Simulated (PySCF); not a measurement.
One molecule, a ladder of functionals, a line

Molecule: `Cl[Si](Cl)(Cl)Cl`, Cl4Si.

Atoms are numbered as in `[Cl:1][Si:2]([Cl:3])([Cl:4])[Cl:5]`.

GIAO shieldings (ppm, equivalent atoms averaged) in PySCF 2.14.0 with density-fitted response routines on the PBE0-D3(BJ)/def2-SVP geometry, basis pcSseg-2, gas phase, non-relativistic:

| functional | exact exchange (%) | σ(Cl1/Cl3/Cl4/Cl5) | σ(Si2) |
| --- | --- | --- | --- |
| BLYP | 0 | 705.4 | 302.3 |
| BP86 | 0 | 711.1 | 314.0 |
| PBE | 0 | 712.6 | 315.7 |
| PBE0 | 25 | 754.3 | 331.6 |
| mPW1PW91 | 25 | 754.3 | 330.3 |
| BHandHLYP | 50 | 781.6 | 337.4 |
| HF | 100 | 844.8 | 381.5 |

Q: Fit each shielding as a line in the percentage of exact exchange.

A: σ(Cl1/Cl3/Cl4/Cl5) = 713.4 + 1.35 x (rms 5.1 ppm); σ(Si2) = 310.9 + 0.68 x (rms 5.2 ppm). The functionals also differ in their semilocal parts, which the line can't hold; Hartree–Fock has no correlation at all.

Q: What does the line predict for B3LYP (20 %), and what does the run give?

A: σ(Cl1/Cl3/Cl4/Cl5): 740.4 predicted, 738.5 computed; σ(Si2): 324.5 predicted, 315.3 computed ppm.
